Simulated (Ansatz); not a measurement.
Ideal-gas functions of `C[O][Sb][F]` radical at 800 K and 1 bar, from an Ansatz frequency run at PBE0-D4/def2-TZVP.

Molar mass 171.79 g/mol, point group C1 (symmetry number 1), electronic degeneracy 2, moments of inertia 72.193, 160.457, 223.461 u Å². Harmonic wavenumbers (cm⁻¹, unscaled): 71, 88, 163, 267, 566, 604, 1095, 1172, 1186, 1470, 1489, 1498, 3017, 3089, 3117.

Use S(trans) = R[1.5 ln M + 2.5 ln T − 1.1517]; rotational temperatures θ = 24.2544 K / I; S(rot) = R[ln(√π/σ · √(T³/θAθBθC)) + 1.5]; for each mode x = 1.438777 ν̃/T, S = R[x/(eˣ − 1) − ln(1 − e⁻ˣ)] and H = RT x/(eˣ − 1); 1 cm⁻¹ = 0.0119627 kJ/mol; R = 8.31446 J/(mol·K).

Q: By hand: the entropy, in J/(mol·K).

A: Translation 193.6. Rotation: θ = 0.336, 0.1512, 0.1085 K, giving 122.2. Vibration, mode by mode: 25.43, 23.65, 18.55, 14.49, 8.52, 8.02, 3.91, 3.50, 3.43, 2.30, 2.23, 2.21, 0.24, 0.21, 0.20, in all 116.9. Electronic 5.8. Sum 438.5 J/(mol·K).

Q: By hand: H − E and G − E in kJ/mol, counted from the electronic energy.

A: Zero-point energy ½ × 18892 × 0.0119627 = 113.0; thermal vibration 41.2; translation, rotation and pV give 4 RT = 26.6. H − E = 180.8 kJ/mol, and G − E = 180.8 − 800 × 438.5/1000 = -170.0 kJ/mol.

Vibration gives 27 % of the entropy, 49.1 J/(mol·K) of it from the modes under 150 cm⁻¹: soft modes count most, and the harmonic formula is weakest for them. The sum counts one conformer and one mirror image; others add a mixing term.
